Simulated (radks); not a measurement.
Problem. The nitrogen ion N6+, 1s1. Method: non-relativistic Kohn-Sham, exchange-only B88, spin-polarised, spherical densities, point nucleus; computed with a radial shooting solver on a logarithmic mesh with Libxc functionals. Every spin shell is full or empty, so the densities are truly spherical. Functionals are evaluated on that one density, not self-consistently. Rank these orbital-free kinetic functionals by their error against the exact value of the orbitals, and give that value: Thomas-Fermi, TF + vW, TF + vW/5, LC94, APBEK, Perdew 92, Thakkar, Pearson, LKT, PG1, DePristo-Kress, Ernzerhof.

Solution. Exact: 24.4814 hartree. From best to worst, with 100 (|E| - |E exact|)/|E exact| (equal figures are ties): APBEK +2.12, LC94 +2.28, Pearson -2.30, Thakkar +2.47, Perdew 92 +2.81, DePristo-Kress +2.96, Ernzerhof +6.72, Thomas-Fermi -8.32, TF + vW/5 +11.68, PG1 +55.33, LKT +62.65, TF + vW +91.68.
